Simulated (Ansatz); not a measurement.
Mulliken charges of `[SeH][SiH]1[CH2][AlH]1` from PBE/def2-TZVPP in Ansatz (PBE0-D4/def2-TZVP geometry).

```tsv
atom	x (Å)	y (Å)	z (Å)	charge (e)
Se1	0.217	1.254	-2.481	-0.157
Si2	0.540	0.710	-0.286	0.092
C3	0.320	-1.055	0.383	-0.290
Al4	-0.689	0.105	1.597	0.242
H5	-1.231	1.019	-2.434	0.049
H6	1.920	1.194	-0.002	-0.058
H7	1.144	-1.760	0.477	0.090
H8	-0.512	-1.552	-0.148	0.099
H9	-1.619	0.040	2.876	-0.068
```

**Question.** By hand: the dipole of these point charges (1 e Å = 4.8032 D).

**Answer.** Σ q r = (-0.253, -0.134, 0.352) e Å, of length 0.454 e Å = 2.18 D.

**Question.** How does the dipole of the full density compare? (An estimate is asked.)

**Answer.** Ansatz gave: (-0.195, -0.201, 0.302) e Å, 1.98 D; the point charges give 1.10 times that, at 12° from its direction.

Point charges leave out the atoms' own dipoles, such as those of lone pairs, and Mulliken's split depends on the basis, so the close match here is no proof of good charges.
